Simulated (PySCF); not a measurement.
C₈H₉N₃O₂, SMILES c1n(c(cc1)-c1oc(nn1)OC)C.

Geometry optimised at PBE0-D3(BJ)/def2-SVP. The structure was generated by enumeration, and PubChem lists no compound with its InChIKey, so it may never have been made. Other conformers were not sampled.

The numbers are results of PBE/def2-SVP (PySCF), not measurements.

Symmetry labels are those of the subgroup Cs that the program uses (full group Cs).

Computed valence orbital energies around the gap with their symmetry:
```tsv
orbital	symmetry	energy (eV)
HOMO−7	A'	-8.88
HOMO−6	A"	-8.76
HOMO−5	A"	-8.30
HOMO−4	A'	-7.34
HOMO−3	A"	-6.53
HOMO−2	A"	-5.93
HOMO−1	A'	-5.80
HOMO	A"	-4.91
LUMO	A"	-1.40
LUMO+1	A"	0.23
LUMO+2	A"	0.65
LUMO+3	A'	0.86
```
